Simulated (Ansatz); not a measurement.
Task: Name a neutral molecule of Cl, O, Si and H with zero-point energy (PBE0-D4/def2-TZVP) between 101 and 117 kJ/mol and HOMO energy (ωB97M-V/def2-TZVPP) between -10.80 and -10.50 eV (Ansatz, PBE0-D4/def2-TZVP geometry).

Result: `O[Si]([SiH3])(Cl)Cl` (113.1 kJ/mol, -10.57 eV). Other molecules can fit too; these were computed, each in one conformer that needn't be the lowest.
